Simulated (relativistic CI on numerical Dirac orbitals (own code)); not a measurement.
Cd²⁹⁺: computed level list

Computed by Dirac-Coulomb-Breit CI, orbitals from a KLI potential per configuration, model QED, unscaled Slater integrals (own radial code, finite nucleus).

CI space (outside the closed core [Ne]): 3s2 3p6 3d, 3s2 3p5 3d2, 3s 3p6 3d2, 3s2 3p6 4s, 3s2 3p6 4p, 3s2 3p6 4d, 3s2 3p5 3d 4s, 3s2 3p6 4f, 3s2 3p5 3d 4p, 3p6 3d3, 3p5 3d4, 3p5 3d3 4s. Double excitations out of closed p, d and f shells are left out; levels of such configurations are missing from the list, as are those of other unlisted configurations, and high levels can miss mixing partners. These lack a partner that the ground configuration has and come out too high: 3s2 3p5 3d 4p.

The lowest level is 3s2 3p6 3d 2D_3/2, with 100 % of that term; Hund's rules for 3s2 3p6 3d give 2D with J = 3/2, in agreement.

| No. | Configuration | Term | J | E (cm⁻¹) | % | Lifetime (s) | jj configuration (%) |
| --- | --- | --- | --- | --- | --- | --- | --- |
| 1 | 3s2 3p6 3d | 2D | 3/2 | 0 | 100 |  | 3d3/2 (100) |
| 2 | 3s2 3p6 3d | 2D | 5/2 | 74760 | 100 | 2.23e-04 | 3d5/2 (100) |
| 3 | 3p5 3d2(3F) | 4D° | 1/2 | 1109555 | 94 | 9.05e-09 | 3p3/2^3 3d3/2^2 (77) |
| 4 | 3p5 3d2(3F) | 4D° | 3/2 | 1120374 | 70 | 1.61e-08 | 3p3/2^3 3d3/2^2 (81) |
| 5 | 3p5 3d2(3F) | 4D° | 5/2 | 1150663 | 42 | 1.52e-08 | 3p3/2^3 3d3/2^2 (64) |
| 6 | 3p5 3d2(3F) | 4G° | 7/2 | 1176561 | 46 | 2.87e-07 | 3p3/2^3 3d3/2^2 (77) |
| 7 | 3p5 3d2(3F) | 4D° | 5/2 | 1190845 | 29 | 3.27e-09 | 3p3/2^3 3d3/2 3d5/2 (70) |
| 8 | 3p5 3d2(3F) | 4D° | 7/2 | 1207692 | 61 | 4.85e-09 | 3p3/2^3 3d3/2 3d5/2 (61) |
| 9 | 3p5 3d2(3F) | 4G° | 9/2 | 1210702 | 75 | 8.58e-04 | 3p3/2^3 3d3/2 3d5/2 (97) |
| 10 | 3p5 3d2(1D) | 2D° | 3/2 | 1235488 | 45 | 1.97e-10 | 3p3/2^3 3d3/2 3d5/2 (68) |
| 11 | 3p5 3d2(3F) | 4G° | 11/2 | 1237545 | 86 | 2.69e-03 | 3p3/2^3 3d3/2 3d5/2 (57) |
| 12 | 3p5 3d2(3P) | 4P° | 3/2 | 1240228 | 53 | 8.21e-10 | 3p3/2^3 3d3/2^2 (62) |
| 13 | 3p5 3d2(3P) | 4P° | 5/2 | 1241590 | 54 | 8.75e-09 | 3p3/2^3 3d3/2 3d5/2 (92) |
| 14 | 3p5 3d2(3F) | 2G° | 7/2 | 1264643 | 44 | 1.55e-08 | 3p3/2^3 3d3/2 3d5/2 (94) |
| 15 | 3p5 3d2(3P) | 4P° | 1/2 | 1285893 | 45 | 4.24e-07 | 3p3/2^3 3d3/2 3d5/2 (91) |
| 16 | 3p5 3d2(3F) | 4F° | 9/2 | 1304168 | 61 | 1.21e-04 | 3p3/2^3 3d5/2^2 (56) |
| 17 | 3p5 3d2(1D) | 2D° | 5/2 | 1307165 | 54 | 3.14e-10 | 3p3/2^3 3d5/2^2 (56) |
| 18 | 3p5 3d2(1D) | 2F° | 7/2 | 1308974 | 51 | 3.42e-10 | 3p3/2^3 3d3/2 3d5/2 (86) |
| 19 | 3p5 3d2(1G) | 2H° | 11/2 | 1323556 | 86 | 1.57e-04 | 3p3/2^3 3d5/2^2 (57) |
| 20 | 3s2 3p5 3d2 | 2P° | 3/2 | 1326515 | 23 | 2.44e-10 | 3p3/2^3 3d3/2 3d5/2 (85) |
| 21 | 3p5 3d2(3P) | 2D° | 5/2 | 1333584 | 32 | 3.03e-10 | 3p3/2^3 3d3/2 3d5/2 (52) |
| 22 | 3p5 3d2(1D) | 2F° | 7/2 | 1358568 | 54 | 5.39e-11 | 3p3/2^3 3d5/2^2 (82) |
| 23 | 3p5 3d2(1D) | 2P° | 1/2 | 1371885 | 63 | 1.19e-10 | 3p3/2^3 3d5/2^2 (89) |
| 24 | 3p5 3d2(1G) | 2G° | 9/2 | 1382899 | 59 | 8.79e-05 | 3p3/2^3 3d3/2 3d5/2 (57) |
| 25 | 3p5 3d2(3P) | 2D° | 3/2 | 1388253 | 45 | 1.89e-11 | 3p3/2^3 3d3/2 3d5/2 (58) |
| 26 | 3p5 3d2(1G) | 2F° | 5/2 | 1404390 | 45 | 1.07e-11 | 3p3/2^3 3d3/2 3d5/2 (49) |
| 27 | 3p5 3d2(1G) | 2G° | 7/2 | 1466014 | 43 | 1.74e-11 | 3p3/2^3 3d5/2^2 (67) |
| 28 | 3p5 3d2(3F) | 4F° | 5/2 | 1476541 | 33 | 1.47e-11 | 3p3/2^3 3d5/2^2 (40) |
| 29 | 3p5 3d2(3P) | 4D° | 1/2 | 1480003 | 48 | 7.11e-12 | 3p3/2^3 3d3/2 3d5/2 (52) |
| 30 | 3p5 3d2(1S) | 2P° | 3/2 | 1489990 | 35 | 4.86e-11 | 3p3/2^3 3d5/2^2 (80) |

Energies count from the lowest computed level; ° marks odd parity; lifetimes are radiative, by E1, M1, E2, M2, E3 decay to levels of this space only. Percentages are summed over parent terms; the parents shown are those of the largest component, closed shells are left out there. Filled j subshells are mostly left out of the jj labels.

The mean weight of the leading LS term, summed over parents, in these 30 levels is 56 %, and that of the leading jj configuration (from the same eigenvectors) 72 %, so jj coupling describes them better and the LS labels are nominal.

At this charge energies of transitions that change n are usually good to better than 1 %, and those within a shell (Δn = 0) to a few per cent.

LS names give the leading component of a level, which can be under half, so a name can repeat, a term be missing and a line seem to break the LS rules.
